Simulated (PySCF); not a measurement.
Structure problem from calculated spectra and properties.

Formula: CH9ClSSi3.

| Quantity | Value |
| --- | --- |
| Rotational structure | rotational constants A, B, C: 1.887, 0.660, 0.519 GHz [PBE0-D3(BJ)/def2-SVP] |
| 1H NMR | chemical shifts (computed TMS as zero) by class: 5.40 (1 H), 5.22 (1 H), 4.75 (1 H), 3.65 (3 H), 2.00 (3 H) ppm [GIAO PBE0/pcSseg-1] |
| Dipole | 2.07 D [wB97X-D/def2-SVPD] |
| Polarisability | 135.0 au [wB97X-D/def2-SVPD] |
| 13C NMR | chemical shifts (computed TMS as zero) by class: 16.7 (1 C) ppm [GIAO PBE0/pcSseg-1] |
| UV, first state | lowest singlet excitation: 5.18 eV (239 nm, f = 0.002) [TDDFT wB97X-D/def2-SVPD] |
| Triplet | lowest triplet excitation (Tamm–Dancoff): 4.85 eV [TDA wB97X-D/def2-SVPD] |
| NMR, other nuclei | isotropic shieldings of nuclei other than C and H, by class: 370 (1 Si), 396 (1 Si), 463 (1 Si), 730 (1 S), 1040 (1 Cl) ppm [GIAO PBE0/pcSseg-1] |
| UV, strongest line | among the 10 lowest singlet transitions: S10 at 7.18 eV (173 nm, f = 0.146) [TDDFT wB97X-D/def2-SVPD] |

Electronic properties: PySCF, gas phase, density fitting. Levels stand in brackets. Geometry: PBE0-D3(BJ)/def2-SVP, one conformer, isolated molecule. Each NMR value is the plain mean over a class of atoms that symmetry, rotation or inversion makes alike.

**Question.** Give a SMILES that accounts for the data.

**Answer.** Numbering: `[CH3:1][S:2][Si@@H:3]([SiH3:4])[SiH2:5][Cl:6]`. Its formula, CH9ClSSi3, gives 0 degrees of unsaturation, so no ring and no π bond. The one carbon: S-methyl carbon [C1] (16.7 ppm). Hydrogen classes from least to most shielded: 1 H on a chlorine-bound silicon, Si5 (5.40 ppm), 1 H on a chlorine-bound silicon, Si5 (5.22 ppm), 1 H on an SiH silicon, Si3 (4.75 ppm), 3 H on an SiH3 silicon, Si4 (3.65 ppm), 3 H on an S-methyl carbon, C1 (2.00 ppm). The other shieldings belong to: 370 ppm, chlorine-bound silicon [Si5]; 396 ppm, SiH silicon [Si3]; 463 ppm, SiH3 silicon [Si4]; 730 ppm, sulfur bonded to C and Si [S2]; 1040 ppm, silicon-bound chlorine [Cl6]. The optimised geometry has point group C1 and is an asymmetric top. Structure: `CS[Si@@H]([SiH3])[SiH2]Cl`. The assignments are read from this structure; whether some other isomer fits the data as well wasn't checked. The mirror image fits equally.

Conformer computed: `[CH3:1][S:2][Si@@H:3]([SiH3:4])[SiH2:5][Cl:6]`: C1–S2–Si3–Si4 67°, S2–Si3–Si5–Cl6 -165°.
